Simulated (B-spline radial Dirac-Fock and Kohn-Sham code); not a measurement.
## f′ and f″ of Ni, 576.9 eV to 2.9844 keV

These are calculated numbers from a radial B-spline solver; the model is the dispersion relation over Dirac-Hartree-Slater subshell photoionisation cross sections, with the Kissel-Pratt high-energy constant (isolated atom, no bound-bound lines or fine structure). The forward scattering factor is f₀ + f′ + i f″.

The run's input, task.json:

```json
{"items": [{
  "Z": 28,
  "q": 0,
  "cfg": [[1, 0, 2], [2, 0, 2], [2, 1, 6], [3, 0, 2], [3, 1, 6], [3, 2, 8], [4, 0, 2]],
  "A": 58,
  "rrms": 3.7757,
  "do": "dispersion",
  "hv": [576.9, 647.8, 652.4, 711.3, 896.7, 1000.0, 1253.6, 1274.0, 1463.0, 1486.9, 1542.0, 2000.0, 2306.0, 2662.0, 2797.0, 2984.4, 3151.0, 3570.0, 3660.0, 4000.0, 4510.9, 5414.7, 5548.0, 6000.0, 6003.0, 6220.0, 6403.9, 6930.3, 8047.8, 9251.7, 12000.0, 14150.0, 15000.0, 17479.3, 19020.0, 20280.0, 22162.9, 24209.8, 30000.0, 31330.0, 36490.0, 40000.0, 48940.0, 53920.0],
  "edges": {"K": 8333.0, "L1": 1008.6, "L2": 870.0, "L3": 852.7, "M1": 110.8, "M2": 68.0, "M3": 66.2}
}]}
```

Run with: `python xray2_run.py task.json out`

Edges near this range: L1 1008.6 eV, L2 870.0 eV, L3 852.7 eV.

```tsv
hν (eV)	λ (Å)	f′ (e)	f″ (e)	tabulated f′	tabulated f″
576.9	21.49	-9.738	3.500	–	3.07
647.8	19.14	-10.408	3.065	–	2.72
652.4	19.00	-10.465	3.040	–	2.70
711.3	17.43	-11.409	2.743	–	2.46
896.7	13.83	-15.896	15.276	–	15.84
1000	12.40	-9.862	13.154	-10.02	13.74
1253.6	9.890	?	?	?	?
1274	9.732	-2.967	10.879	-2.78	10.81
1463	8.475	-1.519	8.958	-1.33	8.88
1486.9	8.338	-1.397	8.751	-1.21	8.66
1542	8.040	-1.151	8.300	-0.97	8.18
2000	6.199	-0.204	5.606	-0.05	5.44
2306	5.377	-0.059	4.480	0.07	4.33
2662	4.658	-0.058	3.553	0.04	3.45
2797	4.433	-0.081	3.276	0.01	3.19
2984.4	4.154	-0.124	2.944	-0.05	2.89
```

Q: What are f′ and f″ at Mg Kα (1253.6 eV)?

A: f′ = -3.196 and f″ = 11.121 electrons (tables: -3.00 and 11.05). By the optical theorem f″ corresponds to a photoabsorption cross section 2 rₑ λ f″ = 620000 b.

Tabulated f′: xraylib 4.2 anomalous scattering factors (Cullen et al., EPDL97); f″: Chantler's tables (J. Phys. Chem. Ref. Data 1995 and 2000). Both are theoretical tables.
